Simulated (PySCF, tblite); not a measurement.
Isomers of C6H8N2Si. Computed with GFN2-xTB (tblite): harmonic, unscaled wavenumbers at the GFN2-xTB geometry, gas phase. Errors from tens to a few hundred cm⁻¹ against measured bands are possible. Modes of hydrogen on silicon can be 10 to 20 % off. One conformer each.

Electronic energies: PBE0/pcSseg-1 single points on the GFN2-xTB geometries (PySCF, gas phase).

| SMILES | electronic energy, lowest = 0 (kJ/mol) |
| --- | --- |
| C=CC[Si@@H]1CC(C#N)=N1 | 3.5 |
| [H]/N=C(\CC#N)CC#C[SiH3] | 96.7 |
| C#CC[Si@@](C)(C#N)N=C | 0.0 |

Q: How do GFN2-xTB zero-point energies change the relative energies?

A: 
```csv
SMILES,ZPE (kJ/mol),of it from modes above 1550 cm⁻¹,electronic (kJ/mol),"with ZPE, lowest = 0 (kJ/mol)",lowest mode (cm⁻¹),rings
C#CC[Si@@](C)(C#N)N=C,317.2,183.9,0.0,0.0,27,0
C=CC[Si@@H]1CC(C#N)=N1,322.8,175.0,3.5,9.1,30,1
[H]/N=C(\CC#N)CC#C[SiH3],308.0,170.0,96.7,87.5,21,0
```

The zero-point energies span 14.8 kJ/mol, from `[H]/N=C(\CC#N)CC#C[SiH3]` to `C=CC[Si@@H]1CC(C#N)=N1`. The order is unchanged.

Q: And how do the electronic energies of GFN2-xTB itself compare?

A: `C#CC[Si@@](C)(C#N)N=C` 79.2; `C=CC[Si@@H]1CC(C#N)=N1` 0.0; `[H]/N=C(\CC#N)CC#C[SiH3]` 2.8 kJ/mol, lowest = 0. Against the energies above, taken from the same isomer `C#CC[Si@@](C)(C#N)N=C`, the largest difference is 173.1 kJ/mol.
